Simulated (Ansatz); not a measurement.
C$_{2}$H$_{2}$F$_{3}$O$_{2}$ (SMILES OC(=[OH+])C(F)(F)F), charge +1, singlet, at a GFN2-xTB geometry. Base run: R2SCAN/STO-3G (Ansatz, a first-principles code).

Geometry (Å):
```xyz
9

O      1.6085    -0.8846     0.0203
C      0.9081     0.1496    -0.0812
O      1.2546     1.3378    -0.2706
C     -0.6667    -0.0982     0.0564
F     -1.3053     1.0374    -0.0854
F     -0.8987    -0.6074     1.2486
F     -1.0338    -0.9493    -0.8785
H      2.5929    -0.8803    -0.0425
H      2.1942     1.6209    -0.3699
```
Charge +1, spin multiplicity 1.
All else is at Ansatz's defaults.

Variants of this job, named by their change:

| change | E (Eh) |
|---|---|
| base | -519.57321 |
| functional = SVWN5 | -516.01672 |
| functional = wB97X-V | -519.61692 |
| functional = B2GP-PLYP | -518.92513 |
| functional = pbe0; dispersion = d3bjatm | -519.28020 |
| functional = b3lyp | -519.67522 |
| functional = pbe; dispersion = d3bjatm | -519.20308 |
| functional = pbe0 | -519.27575 |
| functional = hf | -517.52191 |
| functional = revpbe | -519.59777 |
| functional = lc_wpbe | -519.39962 |
| functional = hse06 | -519.25703 |
| functional = blyp; dispersion = d4 | -519.55042 |

Total energies compare only within one method and basis.
